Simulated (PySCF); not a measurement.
**Pt⁶⁵⁺: ionisation energy**

Pt⁶⁵⁺ [Ne] 3s2 3p1 [3p1/2^1, M_J = 1/2] → Pt⁶⁶⁺ [Ne] 3s2, as a difference of total energies. All numbers are calculated (PySCF 2.14, the two-component X2C-1e Hamiltonian, in an even-tempered Gaussian basis (17 s from 22 bohr⁻², ratio 2.4; 14 p from 29 bohr⁻², ratio 2.4; 4 d from 94 bohr⁻², ratio 2.6; 4 f from 140 bohr⁻², ratio 2.6)). Correlated levels: 1s2 frozen; the 46 highest virtual spinors dropped. "Screened" scales the spin-orbit matrix elements by Boettger's factors to mimic the two-electron term; Breit and QED terms are absent.

| method | ionisation energy (eV) |
| --- | --- |
| GHF (spin-free) | 7333.2 |
| GMP2 (spin-free) | 7333.8 |
| GHF (screened spin-orbit) | 7672.4 |
| GMP2 (screened spin-orbit) | 7672.4 |

Breit and QED terms and the two-electron picture change are absent.

The spin-free rows lack the spin-orbit shift.

For comparison: 7660 ± 30 eV (theoretical estimate listed by NIST; NIST Atomic Spectra Database, ionization energies).
